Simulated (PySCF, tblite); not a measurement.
Isomers of C5H5F2OS (doublet state). All values are computed: GFN2-xTB (tblite) harmonic vibrations without scaling, gas phase. Against measured fundamentals such values can be off by several per cent, at times by over 20. One conformer each. Open shells enter through the occupations alone, without spin polarisation, and single modes of such species can be off by tens of per cent.

Electronic energies: B3LYP/pcH-1 single points on the GFN2-xTB geometries (PySCF, gas phase).

| SMILES | electronic energy, lowest = 0 (kcal/mol) |
| --- | --- |
| O=[S@@]1C(CF)=[C]C[C@@H]1F | 22.7 |
| O=[S@]1[C](F)CC=C1CF | 11.0 |
| O=[S@@]1C(CF)=C[CH][C@@H]1F | 0.0 |

**Question.** How do GFN2-xTB zero-point energies change the relative energies?

**Answer.** 
```json
{"SMILES": "O=[S@@]1C(CF)=C[CH][C@@H]1F", "ZPE (kcal/mol)": "55.7", "of it from modes above 1550 cm⁻¹": "21.3", "electronic (kcal/mol)": "0.0", "with ZPE, lowest = 0 (kcal/mol)": "0.0", "lowest mode (cm⁻¹)": "38", "rings": "1"}
{"SMILES": "O=[S@]1[C](F)CC=C1CF", "ZPE (kcal/mol)": "56.1", "of it from modes above 1550 cm⁻¹": "23.5", "electronic (kcal/mol)": "11.0", "with ZPE, lowest = 0 (kcal/mol)": "11.5", "lowest mode (cm⁻¹)": "50", "rings": "1"}
{"SMILES": "O=[S@@]1C(CF)=[C]C[C@@H]1F", "ZPE (kcal/mol)": "56.2", "of it from modes above 1550 cm⁻¹": "23.8", "electronic (kcal/mol)": "22.7", "with ZPE, lowest = 0 (kcal/mol)": "23.2", "lowest mode (cm⁻¹)": "42", "rings": "1"}
```

The zero-point energies span 0.5 kcal/mol, from `O=[S@@]1C(CF)=C[CH][C@@H]1F` to `O=[S@@]1C(CF)=[C]C[C@@H]1F`. The order is unchanged.

**Question.** And how do the electronic energies of GFN2-xTB itself compare?

**Answer.** `O=[S@@]1C(CF)=C[CH][C@@H]1F` 0.0; `O=[S@]1[C](F)CC=C1CF` 9.8; `O=[S@@]1C(CF)=[C]C[C@@H]1F` 17.7 kcal/mol, lowest = 0. Against the energies above, taken from the same isomer `O=[S@@]1C(CF)=C[CH][C@@H]1F`, the largest difference is 5.0 kcal/mol.

**Question.** What do entropy and thermal enthalpy add at 298.15 K and 1 bar (rigid rotor, harmonic oscillator, one conformer each)?

**Answer.** 
| SMILES | point group | symmetry number | S (cal/(mol K)) | H − H(0) (kcal/mol) | ZPE + H − H(0) − TS (kcal/mol) |
| --- | --- | --- | --- | --- | --- |
| O=[S@@]1C(CF)=C[CH][C@@H]1F | C1 | 1 | 98.2 | 6.43 | 32.9 |
| O=[S@]1[C](F)CC=C1CF | C1 | 1 | 97.5 | 6.42 | 33.5 |
| O=[S@@]1C(CF)=[C]C[C@@H]1F | C1 | 1 | 99.3 | 6.58 | 33.2 |

S holds R ln(2S + 1) for the spin.
